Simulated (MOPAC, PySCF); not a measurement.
H₄AlBrN₂, SMILES `[NH2][Al]([NH2])[Br]`, neutral singlet in the gas phase. 

Cartesian coordinates (Å):
SMILES: [NH2][Al]([NH2])[Br]
```xyz
8

N      1.4874    -0.5394     0.1589
Al     0.0600     0.4646    -0.0518
N     -1.5791    -0.1701    -0.0798
Br     0.3474     2.6905    -0.3000
H      1.4921    -1.5383     0.2788
H      2.4253    -0.1751     0.1748
H     -1.8374    -1.1374     0.0196
H     -2.3957     0.4053    -0.2004
```
Charge 0, spin multiplicity 1.

All levels are single points at this geometry (PBE0-D3(BJ)/def2-TZVP); Pople sets use spherical d functions. Orbital energies aren't observables, and empty levels follow the basis.

PM6 in MOPAC gives HOMO (eV) = -9.31.

Question: Estimate the HOMO (eV) from each of these levels: ωB97X-D3(BJ)/def2-TZVP in PySCF; B3LYP/6-311+G** (LANL2DZ on Br) in PySCF; B3LYP/LANL2DZ in PySCF; M06-2X/6-31G* in PySCF; PBE/6-31G* in PySCF; HF/6-31G* in PySCF; HF/STO-3G in PySCF; PM3 in MOPAC.

Answer: 
```json
[
 {"level": "ωB97X-D3(BJ)/def2-TZVP in PySCF", "HOMO (eV)": "-9.85"},
 {"level": "B3LYP/6-311+G** (LANL2DZ on Br) in PySCF", "HOMO (eV)": "-7.17"},
 {"level": "B3LYP/LANL2DZ in PySCF", "HOMO (eV)": "-6.87"},
 {"level": "M06-2X/6-31G* in PySCF", "HOMO (eV)": "-8.42"},
 {"level": "PBE/6-31G* in PySCF", "HOMO (eV)": "-5.48"},
 {"level": "HF/6-31G* in PySCF", "HOMO (eV)": "-10.64"},
 {"level": "HF/STO-3G in PySCF", "HOMO (eV)": "-7.72"},
 {"level": "PM3 in MOPAC", "HOMO (eV)": "-9.29"}
]
```
